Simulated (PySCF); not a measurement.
# Electric field gradients and quadrupole coupling constants

C4H8OSi.
SMILES with atom numbers: `[CH2:1]=[C:2]1[CH2:3][CH2:4][O:5][SiH2:6]1` (hydrogens: H7, H8 on C1; H9, H10 on C3; H11, H12 on C4; H13, H14 on Si6)

Cartesian coordinates in Å at the GFN2-xTB level; atoms count from 1:
```xyz
14
C4H8OSi angstrom
C      1.9244    0.8111    0.1157
C      0.6856    0.3976    0.3239
C      0.3155   -1.0282    0.6372
C     -1.1410   -1.2244    0.2015
O     -1.8578   -0.0232    0.3591
Si    -0.9515    1.3377    0.2762
H      2.7718    0.1412    0.1492
H      2.1441    1.8446   -0.0901
H      0.9724   -1.7512    0.1530
H      0.3867   -1.1699    1.7195
H     -1.6449   -1.9915    0.7963
H     -1.1835   -1.5200   -0.8534
H     -1.1680    2.0396   -0.9877
H     -1.2544    2.1360    1.4574
```

Field gradients from the PBE0/pcSseg-1 density (PySCF, non-relativistic), principal values in atomic units, ordered |Vxx| ≤ |Vyy| ≤ |Vzz|:

```csv
atom,Vxx,Vyy,Vzz
O5,-0.5168,-1.2115,1.7283
```

Find the asymmetry η = (Vxx − Vyy)/Vzz and the couplings χ = eQV/h (234.96 MHz × Q in barn × V in au), with Q(17O) = −0.0256 b.

| atom | environment | nucleus | η | χzz (MHz) | χxx (MHz) | χyy (MHz) |
| --- | --- | --- | --- | --- | --- | --- |
| O5 | silyl ether oxygen | 17O | 0.40 | -10.40 | 3.11 | 7.29 |

What is Vzz at O5 in SI units (1 au = 9.71736 × 10²¹ V/m²)?

1.7283 au = 16.794 × 10²¹ V/m².

And the gradient at the other heavy atoms, for which no coupling is worked out here?

| atom | environment | Vzz (au) | η |
| --- | --- | --- | --- |
| C1 | terminal =CH2 carbon | 0.311 | 0.44 |
| C2 | fully substituted alkene carbon | 0.342 | 0.66 |
| C3 | allylic carbon | -0.054 | 0.71 |
| C4 | sp3 carbon bound to oxygen | 0.397 | 0.22 |
| Si6 | oxygen-bound silicon | 0.558 | 0.12 |

What couplings would deuterons (Q(2H) = 0.00286 b) have in place of the hydrogens, at this geometry?

```tsv
atom	bonded to	bond length (Å)	Vzz (au)	η	χzz (kHz)
H7	C1	1.081	0.3298	0.05	222
H8	C1	1.077	0.3379	0.05	227
H9	C3	1.090	0.3085	0.02	207
H10	C3	1.094	0.3011	0.00	202
H11	C4	1.094	0.2947	0.05	198
H12	C4	1.096	0.2888	0.05	194
H13	Si6	1.462	0.1605	0.02	108
H14	Si6	1.457	0.1642	0.01	110
```

Geometry: GFN2-xTB, one conformer, isolated molecule. GFN2-xTB bond lengths can be off by several hundredths of an ångström, more for odd bonds, and the gradients follow them. The small basis limits the accuracy of the gradients.
